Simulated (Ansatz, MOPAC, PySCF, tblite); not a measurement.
Bond stretch in Y(F)3, SMILES [F][Y]([F])[F] (F3Y). The Y1–F4 bond (Y1 also carries F, F; F4 carries nothing else) is pulled apart rigidly from the PBE0/def2-TZVP, def2 effective core potentials past Kr optimised geometry.

- PM7, restricted, heats of formation (MOPAC)
- UKS-B3LYP/LANL2DZ = unrestricted B3LYP/LANL2DZ, with its core potentials past Ne in PySCF
- GFN2-xTB, 300 K electronic temperature (tblite)
- UKS-PBE0 = unrestricted PBE0/def2-TZVP, def2 effective core potentials past Kr run with Ansatz (a program for electronic structure)

Energies relative to the lowest point of each curve near equilibrium, in kcal/mol; the last columns give the difference from UKS-PBE0:

```tsv
R / Å	PM7	UKS-B3LYP/LANL2DZ	GFN2-xTB	UKS-PBE0	PM7 − UKS-PBE0	UKS-B3LYP/LANL2DZ − UKS-PBE0	GFN2-xTB − UKS-PBE0
1.66	87.6	58.0	5.8	44.7	43.0	13.3	-38.8
1.78	34.0	21.2	0.6	15.1	19.0	6.1	-14.5
1.86	14.6	8.3	0.0	5.3	9.4	3.1	-5.3
1.95	3.4	1.4	0.8	0.5	2.9	0.9	0.2
2.00	0.7	0.1	1.6	0.0	0.7	0.1	1.6
2.04	0.0	0.0	2.4	0.4	-0.4	-0.4	2.0
2.12	1.5	1.8	4.4	2.9	-1.4	-1.0	1.5
2.28	11.8	10.6	9.4	12.1	-0.3	-1.5	-2.7
2.39	21.9	18.6	13.7	20.2	1.7	-1.6	-6.5
2.66	48.1	40.0	26.1	41.5	6.7	-1.5	-15.4
2.93	71.0	60.1	40.2	61.6	9.4	-1.5	-21.4
3.25	91.6	80.8	57.0	82.3	9.4	-1.5	-25.3
3.67	110.5	102.2	75.8	104.0	6.5	-1.8	-28.2
4.20	126.6	116.6	91.6	120.7	5.9	-4.1	-29.1
4.84	140.4	125.5	—	130.7	9.7	-5.2	—
5.72	154.1	131.5	—	137.2	16.9	-5.7	—
```

PM7 is furthest from UKS-PBE0 at 1.66 (43.0 kcal/mol, above); its mean absolute difference over the points is 8.9 kcal/mol.

UKS-B3LYP/LANL2DZ is furthest from UKS-PBE0 at 1.66 (13.3 kcal/mol, above); its mean absolute difference over the points is 3.1 kcal/mol.

GFN2-xTB is furthest from UKS-PBE0 at 1.66 (-38.8 kcal/mol, below); its mean absolute difference over the points is 13.7 kcal/mol.

A dash means that the run gave no value there, or that the column was ended at a point which the program doubted or which failed a test of continuity chosen for this set; such a test can also cut sound points.

The restricted form behind PM7 keeps the bonding electrons paired and can't separate into open-shell fragments. The unrestricted determinant behind UKS-B3LYP/LANL2DZ is spin-contaminated at 3.67 to 5.72 Å (<S²> up to 0.7, against 0.00 for a pure singlet). The unrestricted determinant behind UKS-PBE0 is spin-contaminated at 4.20 to 5.72 Å (<S²> up to 0.6, against 0.00 for a pure singlet).
